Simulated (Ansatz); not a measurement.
Reaction (redistribution): `[OH][SbH][SiH3]` + `O[SiH](F)[SiH2][SiH3]` → `[SiH3][SbH][SiH3]` + `O[SiH2][SiH](O)F`

Gas-phase electronic energies from Ansatz, PBE0-D4/def2-TZVP geometries. CBS: MP2 limit from def2 TZ/QZ plus the TZ coupled-cluster correction, frozen cores. Functionals use def2-TZVPP. HSE06 is defined as in plane-wave codes. def2 core potentials past Kr. For Sb outer-core shells are correlated without core-valence functions, which leaves a few kJ/mol of doubt a bond. Each species was taken in one conformer, which may not be the lowest.

Q: Is it downhill or uphill in electronic energy at CCSD(T)/CBS, and by how much? (Best estimate.)

A: The calculation gave: Downhill: ΔE = -30.0 kcal/mol.

Q: What do these levels give: ωB97X-V, ωB97M-V, r2SCANh, HSE06, MP2/def2-SVP, CCSD(T)/def2-SVP? (An estimate is asked.)

A: Computed: ωB97X-V -28.6, ωB97M-V -30.6, r2SCANh -29.4, HSE06 -28.5, MP2/def2-SVP -32.9, CCSD(T)/def2-SVP -30.7 kcal/mol.

Largest T1 diagnostic among the species: 0.014.

From BLYP to BHLYP (50 % exact exchange), in def2-TZVPP and without D4, ΔE moves by −5.8 kcal/mol. At CCSD(T), def2-SVP lies −0.7 kcal/mol from the extrapolated value and def2-TZVPP −0.2 kcal/mol.
